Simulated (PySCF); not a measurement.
**Kr: ionisation energy**

Kr [Kr] (1S) → Kr+ [Ar] 3d10 4s2 4p5 (2P), as a difference of total energies. All numbers are calculated (PySCF 2.14, scalar relativity through the core potential, in aug-cc-pwCVTZ-PP with ECP10MDF). Correlated levels: valence: 3s2 3p6 3d10 frozen; valence and next inner shell: nothing frozen outside the core potential. The calculations carry no spin-orbit coupling.

Q: Order these methods by the ionisation energy they give, lowest first.
A. PBE0
B. SCS-MP2 (valence)
C. M06
D. BP86

A: C (13.819 eV), B (13.956 eV), A (14.045 eV), D (14.120 eV).

Errors of the correlated levels include the incompleteness of this basis and the frozen core.

For comparison: 14.222 eV (measured; NIST levels, between the centres of gravity of the two terms).
